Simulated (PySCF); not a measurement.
# Telling isomers of C₄H₁₀N₂Si apart by NMR

Method: GFN2-xTB geometry, PBE0/pcSseg-1 with gauge-including orbitals, in PySCF 2.14.0 with density-fitted response routines (isolated molecule, non-relativistic Hamiltonian, one computed conformer, rapidly exchanging positions averaged).

Shifts are taken against calculated references (same method and geometry level): TMS for 1H, 13C. Where no couplings were computed, multiplicities follow the n + 1 count of equivalent neighbours, and m marks all less simple cases (inequivalent or close neighbours, rings, F or P nearby). Shifts are as computed. Against solution values, carbons near 30 ppm lie about +3 ppm off and those near 130 ppm about +5 ppm. Of 1309 compounds with measured shifts, 239 miss one by over three times the rms of a fit or turn the order of signals round; such compounds aren't used in these exercises. OH and NH positions are gas-phase values without hydrogen bonding to other molecules.

(1) Tabulate the signals of `[H]/N=C\[C@@H](N)[C@H]1C[SiH2]1`, `CC1=NN([SiH3])CC1` and their relative energies.

(2) What is the quickest way to tell [H]/N=C\[C@@H](N)[C@H]1C[SiH2]1 from CC1=NN([SiH3])CC1?

Results:

(1) 
```tsv
SMILES	carbon types	δC	δH	E rel. (kcal/mol)
[H]/N=C\[C@@H](N)[C@H]1C[SiH2]1	3×CH 1×CH2	178.7, 68.2, 25.7, 0.8	10.24 (br s, 1H), 7.71 (d, 1H), 2.67 (m, 1H), 2.48 (m, 1H), 1.89 (m, 1H), 1.06 (m, 1H), 0.85 (br s, 2H), 0.78 (m, 1H), 0.38 (m, 1H)	30.5
CC1=NN([SiH3])CC1	1×C 2×CH2 1×CH3	145.3, 50.0, 39.7, 17.9	4.84 (s, 3H), 3.55 (m, 2H), 2.74 (m, 2H), 2.00 (s, 3H)	0.0
```

Energies are electronic energies at PBE0/pcSseg-1 on these geometries, without zero-point or thermal terms, each for the one conformer computed, which needn't be the lowest.

(2) Both give the same number of carbon signals, but DEPT or the intensities differ. The first has a C=N carbon (CH) at 178.7 ppm, the second a C=N carbon (C) at 145.3 ppm. In the proton spectra the most deshielded non-exchanging signals are 7.71 (d, 1H) and 4.84 (s, 3H).
